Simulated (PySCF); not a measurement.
B3LYP has the VWN-RPA correlation part, as in Gaussian. 

Cartesian coordinates (Å):
```xyz
8

C      1.7862     0.5685     0.0674
C      0.7165     0.0335    -0.0299
C     -0.6042    -0.5765    -0.1622
O     -1.6253     0.1368     0.5257
H      2.7368     1.0331     0.1622
H     -0.5957    -1.5784     0.2703
H     -0.8453    -0.6820    -1.2272
H     -1.5690     1.0649     0.2717
```
Charge 0, multiplicity 1.

**Question.** What dipole moment, total energy, HOMO, LUMO and HOMO–LUMO gap does B3LYP-D3(BJ)/def2-TZVP (PySCF) give?

**Answer.** 
The dipole moment is 1.40 D and the total energy comes out as -191.9530 Ha. The HOMO comes out as -7.69 eV. The LUMO is 0.02 eV. The HOMO–LUMO gap is 7.72 eV.
